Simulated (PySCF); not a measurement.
H2Cl2Si, charge +1, doublet, geometry from GFN2-xTB (a state made from the parent by changing its charge; the spin is typed, not shown lowest); DF-PBE0/def2-TZVP (PySCF).

PySCF was given this input:
```python
from pyscf import gto, scf, dft

mol = gto.Mole()
mol.atom = '''
    Si   -0.025752   -0.649818    0.028474
    Cl    1.719951    0.296960    0.031048
    Cl   -1.691219    0.428031   -0.062817
    H    -0.093101   -1.563016    1.200824
    H    -0.034800   -1.664367   -1.059403
'''
mol.basis = 'def2-tzvp'
mol.charge = 1
mol.spin = 1
mol.verbose = 4
mol.build()

mf = dft.UKS(mol)
mf.xc = 'pbe0'
mf = mf.density_fit(auxbasis='def2-universal-jkfit')
mf.kernel()
```

It wrote (shortened):

```
PySCF version 2.14.0

[INPUT] verbose = 4
[INPUT] num. atoms = 5
[INPUT] num. electrons = 49
[INPUT] charge = 1
[INPUT] spin (= nelec alpha-beta = 2S) = 1
[INPUT] symmetry False subgroup None
[INPUT] Mole.unit = angstrom
[INPUT] Symbol           X                Y                Z      unit          X                Y                Z       unit  Magmom
[INPUT]  1 Si    -0.025752000000  -0.649818000000   0.028474000000 AA   -0.048664227160  -1.227978050813   0.053808061671 Bohr   0.0
[INPUT]  2 Cl     1.719951000000   0.296960000000   0.031048000000 AA    3.250236337672   0.561173069951   0.058672216715 Bohr   0.0
[INPUT]  3 Cl    -1.691219000000   0.428031000000  -0.062817000000 AA   -3.195940726661   0.808861362824  -0.118706925967 Bohr   0.0
[INPUT]  4 H     -0.093101000000  -1.563016000000   1.200824000000 AA   -0.175935391923  -2.953672168313   2.269228483805 Bohr   0.0
[INPUT]  5 H     -0.034800000000  -1.664367000000  -1.059403000000 AA   -0.065762469135  -3.145197800764  -2.001981525543 Bohr   0.0

nuclear repulsion = 194.446075640575
number of shells = 47
number of NR pGTOs = 205
number of NR cGTOs = 123
basis = def2-tzvp
ecp = {}

******** <class 'pyscf.df.df_jk.DFUKS'> ********
method = DFUKS
initial guess = minao
damping factor = 0
level_shift factor = 0
DIIS = <class 'pyscf.scf.diis.CDIIS'>
diis_start_cycle = 1
diis_space = 8
diis_damp = 0
SCF conv_tol = 1e-09
SCF conv_tol_grad = None
SCF max_cycles = 50
direct_scf = False
number electrons alpha = 25  beta = 24
XC library pyscf.dft.libxc version 7.1.2
    S. Lehtola, C. Steigemann, M. J. T. Oliveira, and M. A. L. Marques,  SoftwareX 7, 1–5 (2018)
XC functionals = pbe0
    C. Adamo and V. Barone,  J. Chem. Phys. 110, 6158 (1999)
    M. Ernzerhof and G. E. Scuseria,  J. Chem. Phys. 110, 5029 (1999)
radial grids:
    Treutler-Ahlrichs [JCP 102, 346 (1995); DOI:10.1063/1.469408] (M4) radial grids

becke partition: Becke, JCP 88, 2547 (1988); DOI:10.1063/1.454033
pruning grids: <function nwchem_prune>
grids dens level: 3
symmetrized grids: False
atomic radii adjust function: <function treutler_atomic_radii_adjust>
small_rho_cutoff = 0
Set gradient conv threshold to 3.16228e-05
tot grids = 76560
******** <class 'pyscf.df.df.DF'> ********
auxbasis = def2-universal-jkfit
init E= -1211.01933686974

cycle= 1 E= -1210.34300994853  delta_E= 0.676  |g|= 0.259  |ddm|=  1.3
cycle= 2 E= -1210.29668208954  delta_E= 0.0463  |g|= 0.397  |ddm|= 0.586
cycle= 3 E= -1210.39135700615  delta_E= -0.0947  |g|= 0.0405  |ddm|= 0.329
cycle= 4 E= -1210.39185338128  delta_E= -0.000496  |g|= 0.0107  |ddm|= 0.0389
cycle= 5 E= -1210.39192319519  delta_E= -6.98e-05  |g|= 0.00449  |ddm|= 0.0127
cycle= 6 E= -1210.3919396057  delta_E= -1.64e-05  |g|= 0.0014  |ddm|= 0.00552
cycle= 7 E= -1210.3919414583  delta_E= -1.85e-06  |g|= 0.00037  |ddm|= 0.00206
cycle= 8 E= -1210.39194157545  delta_E= -1.17e-07  |g|= 0.000109  |ddm|= 0.000545
cycle= 9 E= -1210.39194158285  delta_E= -7.4e-09  |g|= 3.12e-05  |ddm|= 0.000115
cycle= 10 E= -1210.39194158366  delta_E= -8.13e-10  |g|= 1.03e-05  |ddm|= 4.08e-05
Extra cycle  E= -1210.39194158361  delta_E= 4.82e-11  |g|= 1.6e-05  |ddm|= 2.53e-05
converged SCF energy = -1210.39194158361  <S^2> = 0.75912375  2S+1 = 2.009103
```
